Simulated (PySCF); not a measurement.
Two species compared at the same levels of theory.

First species: F2O2S.
SMILES: `O=S(=O)(F)F`

Second species: C5H8F2OSi.
Geometry (GFN2-xTB, Å), atoms numbered from 1 in this order:
```
atom  x, y, z in Å
F1    -3.453    0.462   -0.418
C2    -2.295    0.867    0.190
C3    -1.076    0.445   -0.641
C4    -0.947   -1.051   -0.677
C5     0.110   -1.549   -0.049
Si6    1.056   -0.095    0.677
C7     2.844    0.219    0.081
F8     3.734   -0.425    0.917
O9     0.073    1.000   -0.059
H10   -2.334    1.955    0.284
H11   -2.255    0.400    1.179
H12   -1.185    0.856   -1.654
H13   -1.720   -1.608   -1.181
H14    0.309   -2.604    0.015
H15    0.983    0.015    2.134
H16    3.101    1.279    0.119
H17    3.048   -0.152   -0.927
```

Levels: PBE0/pcSseg-1 for dipole moment, HOMO energy, LUMO energy and HOMO–LUMO gap; GFN2-xTB for rotational constant A and rotational constant C. Geometries: GFN2-xTB. Each species is one conformer at its optimised geometry, gas phase, non-relativistic unless stated. Electronic properties by PySCF.

The conformers computed, where there is a choice (atom-mapped SMILES and torsion angles):
- `[F:1][CH2:2][C@@H:3]1[CH:4]=[CH:5][Si@@H:6]([CH2:7][F:8])[O:9]1`: F1–C2–C3–C4 -66°, C5–Si6–C7–F8 -93°

Values for the first species:

```
Dipole moment         : 0.50 D
HOMO energy           : -10.88 eV
LUMO energy           : -0.79 eV
HOMO–LUMO gap         : 10.09 eV
Rotational constant A : 5.027 GHz
Rotational constant C : 4.761 GHz
```

Estimate the same properties for the second species, and the change in each.

```csv
property,first,second,second less first
dipole moment,0.50 D,0.76 D,+0.26 D
HOMO energy,-10.88 eV,-7.78 eV,+3.10 eV
LUMO energy,-0.79 eV,-0.56 eV,+0.23 eV
HOMO–LUMO gap,10.09 eV,7.22 eV,-2.87 eV
rotational constant A,5.027 GHz,4.342 GHz,-0.685 GHz
rotational constant C,4.761 GHz,0.590 GHz,-4.171 GHz
```

On the first: The dipole equals about 1.7 × 10⁻³⁰ C·m (1 D = 3.33564 × 10⁻³⁰ C·m). A dipole of 0.50 D is allowed in C2v, and pure rotational transitions are dipole-allowed.

On the second: The dipole matches unit charges of opposite sign 0.16 Å apart (1 e·Å = 4.8032 D). A dipole of 0.76 D is allowed in C1, and pure rotational transitions are dipole-allowed.
